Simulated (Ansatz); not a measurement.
`CC1B[SiH2]1` at its PBE0-D4/def2-TZVP geometry, where that method's forces vanish. Charge 0, multiplicity 1.

```xyz
11

C    -1.2659    0.8813    0.3449
C    -0.2062    0.1125   -0.4013
B     1.2127    0.5127   -0.5578
Si    1.2696   -1.3218   -0.0869
H    -1.9261    1.3970   -0.3602
H    -1.8921    0.2232    0.9535
H    -0.8246    1.6328    1.0003
H    -0.6364   -0.6711   -1.0359
H     1.7837    1.4995   -0.2210
H     0.7233   -2.4557   -0.8668
H     1.7620   -1.8102    1.2311
```

(1) What forces (eV/Å) does B3LYP-D4/def2-TZVPP give on these atoms in Ansatz? (An estimate is asked.)

Answers

(1) Computed: 
```
C1  -0.139  0.105  0.092
C2   0.019 -0.050 -0.198
B3  -0.009  0.086  0.048
Si4  0.165 -0.239  0.054
H5   0.016 -0.013  0.041
H6   0.019  0.038 -0.020
H7  -0.035 -0.031 -0.023
H8   0.013  0.122  0.059
H9  -0.061 -0.108 -0.041
H10  0.044  0.067  0.062
H11 -0.033  0.023 -0.074
```

B3LYP here is the variant with VWN-RPA as its local correlation; programs differ in this.
